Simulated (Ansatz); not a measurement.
Reaction (formal exchange of groups at the Al–N bond): `[NH2][AlH2]` + `NBN` → `N[B](N)[AlH2]` + NH₃

Isolated molecules relaxed with PBE0-D4/def2-TZVP in Ansatz; ΔE leaves out vibrations. CCSD(T)/CBS is the MP2 limit (def2-TZVPP, def2-QZVPP) plus CCSD(T) − MP2 in def2-TZVPP, frozen cores. This one scheme is used for every species. DFT in def2-TZVPP. HSE06 is defined as in plane-wave codes. Each species was taken in one conformer, which may not be the lowest.

Is it downhill or uphill in electronic energy at CCSD(T)/CBS, and by how much? (Estimate.)

The calculation gave: Uphill: ΔE = +135.1 kJ/mol.

What do these levels give: LDA (SPW92), HSE06, BHLYP, CAM-B3LYP, LC-ωPBE, CCSD(T)/def2-SVP? (Best estimate.)

The calculation gave: LDA (SPW92) 127.6, HSE06 127.0, BHLYP 145.9, CAM-B3LYP 144.7, LC-ωPBE 134.2, CCSD(T)/def2-SVP 137.8 kJ/mol.

Largest T1 diagnostic among the species: 0.012.

The D4 term adds −3.7 kJ/mol with B3LYP and −2.2 kJ/mol with PBE0; it sums over pairs of atoms, weighted by their polarisabilities, and B3LYP, whose exchange is more repulsive, gets the larger term. From PBE to PBE0 (25 % exact exchange), in def2-TZVPP and without D4, ΔE moves by +4.0 kJ/mol.

B3LYP here is the variant with VWN-RPA as its local correlation; programs differ in this.
